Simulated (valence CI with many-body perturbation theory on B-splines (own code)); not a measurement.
**E1 transitions of Ru39+**

Level of theory: valence CI with perturbative core correlation (CI+MBPT): three valence electrons over a frozen Dirac-Fock core [He], radial functions for each j: 11 s, 11 p, 9 d, 7 f, 5 g, 2 h, 1 i, with the one-electron correlation potential Σ1, the two-electron term Σ2, the three-electron term Σ3, Breit, model QED; selected CI, second order for the rest (own B-spline code, finite nucleus).

The last digits are not significant, and no measured levels were compared; by estimate large intervals hold to a few tenths of a per cent, small ones and those within an open d or f shell to about a per cent.

Lines 101 to 150 of 273 in falling wavelength, among levels below 278.99 Ry, chosen from the strongest by gf and those to the six lowest levels. Wavelengths and rates use the calculated energies. Electric multipoles are in the length gauge, E1 and E2 with the static RPA response of the core. Weak lines are less certain than strong ones. Lines between different terms over intervals too small for the method are left out, as are lines whose strength nearly cancels. The highest levels of a list are the least certain.

Levels are named by their leading jj configuration (3d3/2^4 stands for four electrons in 3d with j = 3/2), which in mixed levels can hold well under half, so a name can repeat and another be missing. Letters in brackets count levels of one name in rising energy.

| λ vac (nm) | Upper | Lower | A (s⁻¹) | S (a.u.) |
| --- | --- | --- | --- | --- |
| 0.3895 | (2s 2p1/2 3d3/2) J=3/2 [a] | (2s 2p1/2 2p3/2) J=3/2 [b] | 9.66e+12 | 1.13e-03 |
| 0.3885 | (2p1/2 2p3/2 3d3/2) J=3/2 [b] | (2p1/2 2p3/2^2) J=1/2 | 1.36e+13 | 1.58e-03 |
| 0.3881 | (2s 2p3/2 3d5/2) J=5/2 [a] | (2s 2p3/2^2) J=3/2 | 1.68e+13 | 2.90e-03 |
| 0.3879 | (2s 2p1/2 3d3/2) J=5/2 | (2s 2p1/2 2p3/2) J=3/2 [b] | 2.41e+12 | 4.16e-04 |
| 0.3875 | (2s 2p3/2 3d5/2) J=3/2 [a] | (2s 2p3/2^2) J=3/2 | 3.11e+13 | 3.57e-03 |
| 0.3874 | (2s 2p3/2 3d5/2) J=3/2 [a] | (2s 2p3/2^2) J=1/2 | 3.88e+13 | 4.46e-03 |
| 0.3870 | (2s 2p1/2 3d5/2) J=5/2 [a] | (2s 2p1/2 2p3/2) J=3/2 [b] | 6.87e+12 | 1.18e-03 |
| 0.3867 | (2p1/2^2 3d3/2) J=3/2 | (2p1/2^2 2p3/2) J=3/2 | 2.98e+13 | 3.40e-03 |
| 0.3864 | (2s 2p1/2 3d3/2) J=1/2 | (2s 2p1/2 2p3/2) J=3/2 [b] | 5.03e+12 | 2.87e-04 |
| 0.3864 | (2s 2p1/2 3d3/2) J=3/2 [b] | (2s 2p1/2 2p3/2) J=3/2 [b] | 9.84e+12 | 1.12e-03 |
| 0.3858 | (2s 2p3/2 3d5/2) J=1/2 | (2s 2p3/2^2) J=1/2 | 1.72e+14 | 9.77e-03 |
| 0.3854 | (2s 2p3/2 3s) J=5/2 | (2s 2p1/2 2p3/2) J=3/2 [b] | 1.43e+13 | 2.42e-03 |
| 0.3850 | (2p1/2 2p3/2 3d5/2) J=5/2 [b] | (2p1/2 2p3/2^2) J=5/2 | 7.00e+13 | 1.18e-02 |
| 0.3849 | (2p1/2 2p3/2 3d3/2) J=3/2 [b] | (2p1/2 2p3/2^2) J=5/2 | 2.86e+13 | 3.22e-03 |
| 0.3848 | (2s 2p1/2 3d5/2) J=3/2 | (2s 2p1/2 2p3/2) J=1/2 | 1.23e+14 | 1.39e-02 |
| 0.3846 | (2s 2p1/2 3d3/2) J=3/2 [a] | (2s 2p1/2 2p3/2) J=5/2 | 8.73e+11 | 9.81e-05 |
| 0.3845 | (2p1/2^2 3d5/2) J=5/2 | (2p1/2^2 2p3/2) J=3/2 | 1.45e+14 | 2.45e-02 |
| 0.3843 | (2s 2p1/2 3d5/2) J=3/2 | (2s 2p1/2 2p3/2) J=3/2 [b] | 2.73e+13 | 3.06e-03 |
| 0.3842 | (2p1/2 2p3/2 3d5/2) J=5/2 [a] | (2p1/2 2p3/2^2) J=3/2 | 5.48e+13 | 9.21e-03 |
| 0.3841 | (2s 2p1/2 3d5/2) J=5/2 [b] | (2s 2p1/2 2p3/2) J=3/2 [b] | 1.22e+14 | 2.04e-02 |
| 0.3839 | (2p1/2 2p3/2 3d5/2) J=3/2 | (2p1/2 2p3/2^2) J=3/2 | 7.12e+13 | 7.96e-03 |
| 0.3837 | (2s 2p3/2 3s) J=3/2 [a] | (2s 2p1/2 2p3/2) J=3/2 [b] | 8.57e+11 | 9.56e-05 |
| 0.3834 | (2p1/2 2p3/2 3p1/2) J=3/2 [a] | (2s 2p3/2^2) J=3/2 | 1.53e+13 | 1.70e-03 |
| 0.3833 | (2p1/2 2p3/2 3p1/2) J=3/2 [a] | (2s 2p3/2^2) J=1/2 | 2.99e+13 | 3.32e-03 |
| 0.3831 | (2s 2p1/2 3d3/2) J=5/2 | (2s 2p1/2 2p3/2) J=5/2 | 1.97e+13 | 3.27e-03 |
| 0.3830 | (2p1/2 2p3/2 3d5/2) J=5/2 [b] | (2p1/2 2p3/2^2) J=3/2 | 3.55e+13 | 5.90e-03 |
| 0.3830 | (2s 2p3/2 3d3/2) J=5/2 [a] | (2s 2p3/2^2) J=5/2 | 8.57e+12 | 1.43e-03 |
| 0.3829 | (2p1/2 2p3/2 3d3/2) J=3/2 [b] | (2p1/2 2p3/2^2) J=3/2 | 3.99e+13 | 4.42e-03 |
| 0.3829 | (2s 2p3/2 3d3/2) J=3/2 [b] | (2s 2p3/2^2) J=3/2 | 2.17e+13 | 2.40e-03 |
| 0.3828 | (2s 2p3/2 3d3/2) J=7/2 | (2s 2p3/2^2) J=5/2 | 1.33e+13 | 2.93e-03 |
| 0.3828 | (2s 2p3/2 3d3/2) J=3/2 [b] | (2s 2p3/2^2) J=1/2 | 2.81e+13 | 3.11e-03 |
| 0.3827 | (2s 2p3/2 3d3/2) J=3/2 [a] | (2s 2p3/2^2) J=5/2 | 2.22e+13 | 2.45e-03 |
| 0.3825 | (2s 2p3/2 3d3/2) J=1/2 [b] | (2s 2p3/2^2) J=3/2 | 2.89e+13 | 1.60e-03 |
| 0.3822 | (2s 2p1/2 3d5/2) J=5/2 [a] | (2s 2p1/2 2p3/2) J=5/2 | 2.97e+13 | 4.91e-03 |
| 0.3820 | (2s^2 3p3/2) J=3/2 | (2s 2p1/2^2) J=1/2 | 5.70e+11 | 6.27e-05 |
| 0.3818 | (2p1/2 2p3/2 3p1/2) J=5/2 | (2s 2p3/2^2) J=3/2 | 1.52e+13 | 2.51e-03 |
| 0.3818 | (2s 2p1/2 3s) J=1/2 [a] | (2s 2p1/2^2) J=1/2 | 4.38e+12 | 2.41e-04 |
| 0.3817 | (2s 2p1/2 3d3/2) J=3/2 [a] | (2s 2p1/2 2p3/2) J=3/2 [a] | 1.32e+13 | 1.45e-03 |
| 0.3816 | (2s 2p1/2 3d3/2) J=3/2 [b] | (2s 2p1/2 2p3/2) J=5/2 | 6.80e+12 | 7.46e-04 |
| 0.3815 | (2s 2p3/2 3d5/2) J=5/2 [b] | (2s 2p3/2^2) J=3/2 | 2.39e+14 | 3.92e-02 |
| 0.3812 | (2s 2p3/2 3d5/2) J=3/2 [b] | (2s 2p3/2^2) J=3/2 | 6.96e+13 | 7.61e-03 |
| 0.3811 | (2s 2p3/2 3d5/2) J=5/2 [a] | (2s 2p3/2^2) J=5/2 | 1.26e+14 | 2.07e-02 |
| 0.3811 | (2s 2p3/2 3d5/2) J=3/2 [b] | (2s 2p3/2^2) J=1/2 | 1.07e+14 | 1.17e-02 |
| 0.3807 | (2s 2p1/2 3d5/2) J=7/2 | (2s 2p1/2 2p3/2) J=5/2 | 1.51e+14 | 3.29e-02 |
| 0.3806 | (2s^2 3d3/2) J=3/2 | (2s^2 2p3/2) J=3/2 | 2.76e+13 | 3.01e-03 |
| 0.3806 | (2s 2p3/2 3s) J=5/2 | (2s 2p1/2 2p3/2) J=5/2 | 3.86e+12 | 6.30e-04 |
| 0.3805 | (2s 2p3/2 3d5/2) J=3/2 [a] | (2s 2p3/2^2) J=5/2 | 2.34e+13 | 2.55e-03 |
| 0.3802 | (2s 2p1/2 3d3/2) J=5/2 | (2s 2p1/2 2p3/2) J=3/2 [a] | 3.81e+13 | 6.19e-03 |
| 0.3799 | (2s 2p3/2 3d5/2) J=7/2 [a] | (2s 2p3/2^2) J=5/2 | 2.39e+14 | 5.17e-02 |
| 0.3796 | (2s 2p1/2 3s) J=3/2 | (2s 2p1/2^2) J=1/2 | 9.95e+12 | 1.07e-03 |
